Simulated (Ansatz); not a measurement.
Born–Oppenheimer molecular dynamics of Cl2FH2NZr (7 atoms, charge 0, multiplicity 1). It starts from a relaxed structure.

These are results of Ansatz, RHF/def2-SVP, not measurements.

```json
{
 "ensemble": "NVT, Nosé–Hoover chain",
 "time step": "1 fs",
 "steps asked": "100",
 "set temperature": "500 K",
 "thermostat": "time constant 100 fs, chain length 3",
 "temperature schedule": "25 steps to 500 K, then 75 steps to 125 K",
 "seed": "458057"
}
```

First frame:

```xyz
7
Properties=species:S:1:pos:R:3
Zr -0.004 0.029 -0.033
F 0.146 0.252 1.845
Cl 2.141 -0.114 -1.068
N -0.961 1.665 -0.681
H -1.232 1.869 -1.630
H -1.251 2.430 -0.093
Cl -1.271 -1.912 -0.599
```

**Question.** How far do the bonds stretch over the last three quarters of this one trajectory? (Pairs bonded in most of those frames.)

**Answer.** 
```tsv
bond	mean (Å)	spread (Å)	shortest	longest
Zr1–F2	1.896	0.009	1.88	1.91
Zr1–Cl3	2.394	0.015	2.37	2.42
Zr1–N4	1.999	0.012	1.98	2.02
Zr1–Cl7	2.418	0.077	2.29	2.52
N4–H5	1.009	0.012	0.99	1.03
N4–H6	1.008	0.013	0.99	1.03
```

Mean temperature of the second half: 215 K. The conserved energy stayed within 0.48 meV per atom of its start (net change 0.33 meV per atom), so the integration is sound. The schedule's set-point averaged 250 K over the second half and the system 215 K. A run of 0.1 ps of so small a system gives no equilibrium averages.

Time of the run: 5.3 min on 1 thread of Arm Neoverse V1, on a shared host, peak memory 0.22 GiB.
